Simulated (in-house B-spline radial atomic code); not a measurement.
## PBE0 excitations of O⁴⁺

Method: PBE0. Computed with an all-electron radial atomic-structure program (B-spline basis): linear response of the closed shell [He] 2s2 with the functional's adiabatic kernel; non-relativistic, point nucleus, no spin-orbit coupling, no double excitations, S, P, D and F terms only.

Command:
```bash
python run_td.py task.json out
```
Settings (radii: box in bohr, nucleus in fm):
```
Z                        8
electrons                4
configuration            [He] 2s2
hamiltonian              nr
method                   pbe0
box_radius               19.1
intervals                48
```

Time taken, with all properties: 0.1 s on 1 thread of Arm Neoverse N1 (shared host).

The lowest states, in the order of their Tamm-Dancoff energies; the method's threshold (minus the highest occupied level) is 105.08 eV. Labels give the largest channel, * marks a mixed state, and oscillator strengths are full-response dipole values. Semilocal kernels can invert the small singlet-triplet splittings of Rydberg terms. Energies in eV:

```
     state  full response  Tamm-Dancoff  oscillator strength
2s → 2p 3P          7.590         8.860                    -
2s → 2p 1P         18.248        19.191                0.497
2s → 3s 3S              ?             ?                    -
2s → 3s 1S              ?             ?                    -
2s → 3p 3P          69.53         69.54                    -
2s → 3p 1P          70.10         70.10                 0.39
2s → 3d 3D          71.56         71.60                    -
2s → 3d 1D          72.90         72.91                    -
2s → 4s 3S          85.47         85.47                    -
2s → 4s 1S          85.99         85.99                    -
2s → 4p 3P          86.88         86.88                    -
2s → 4p 1P          87.03         87.03                0.107
2s → 4d 3D          87.77         87.78                    -
2s → 4d 1D          88.19         88.20                    -
2s → 4f 3F          88.78         88.79                    -
2s → 4f 1F          88.82         88.82                    -
```

Where does 2s → 3s 3S lie?

At 65.76 eV in full response, 65.77 eV in Tamm-Dancoff.

Where does 2s → 3s 1S lie?

At 67.65 eV in full response, 67.68 eV in Tamm-Dancoff.

How large is the singlet-triplet splitting of 2s → 2p (P terms) in Tamm-Dancoff?

10.3 eV, from the unrounded values.

What polarisabilities and dispersion coefficient does the method give?

Dipole 1.209 bohr³, quadrupole 0.5079 bohr⁵, C6 0.8303 hartree·bohr⁶ for two such species.
